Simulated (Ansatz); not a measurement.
Geometry optimisation, RKS B3LYP/6-31G* in Ansatz 0.2.0.

Input:

```yaml
crystal:
  periodic: [false, false, false]
  atoms:
    - { symbol: B, position_ang: [0.0, 0.0, 0.0] }
    - { symbol: F, position_ang: [0.0, 0.0, 1.67] }
    - { symbol: Cl, position_ang: [1.6108, 0.0, -0.93] }
    - { symbol: F, position_ang: [-1.1431, 0.0, -0.66] }
    - { symbol: H, position_ang: [0.3134, -1.3788, 0.4698] }
    - { symbol: H, position_ang: [0.247, -1.0866, 1.3144] }
basis:
  gaussian: { orbitals: "6-31G*" }
hamiltonian:
  xc: b3lyp
relax:
  f_tol: 0.15
  max_steps: 25
  restrain:
    - { distance: [0, 4], at: 1.19, k: 30.0 }
    - { distance: [5, 1], at: 0.92, k: 30.0 }
    - { distance: [0, 1], at: 2.52, k: 30.0 }
    - { distance: [5, 4], at: 1.86, k: 30.0 }
output:
  orbitals: {}
```

Run as:

```bash
$ ansatz run input.yaml --threads 1 --pin off --max-ram 2048MiB --backend cpu --events-out ev --progress --plain --runs-dir out
```

Q: Where does it end, and by what steps?

A: The forces met the threshold. The restraints hold the end off the free minimum. After 7 steps the energy has fallen by 2.098 eV (the restraints' own energy left out); B1 moved furthest, 0.63 Å. Parted: B1–F2. Joined: B1–H5.

```csv
step,energy less start (eV),largest force component (eV/Å),accepted
0,0.0000,4.043,yes
1,-0.3637,4.758,yes
2,-1.2672,3.555,yes
3,-1.7980,1.640,yes
4,-1.9322,0.647,yes
5,-1.9825,1.371,yes
6,-2.0934,0.317,yes
7,-2.0978,0.340,yes
```

```xyz
6
Properties=species:S:1:pos:R:3
B 0.083 -0.451 -0.433
F 0.098 0.011 2.044
Cl 1.592 0.276 -0.964
F -1.060 0.105 -0.764
H 0.100 -1.509 0.110
H 0.214 -0.897 1.871
```

Run time: 15 s on 1 thread of AMD EPYC 7R43 64-Core Processor (Zen 3) (shared host), peak memory 0.15 GiB.
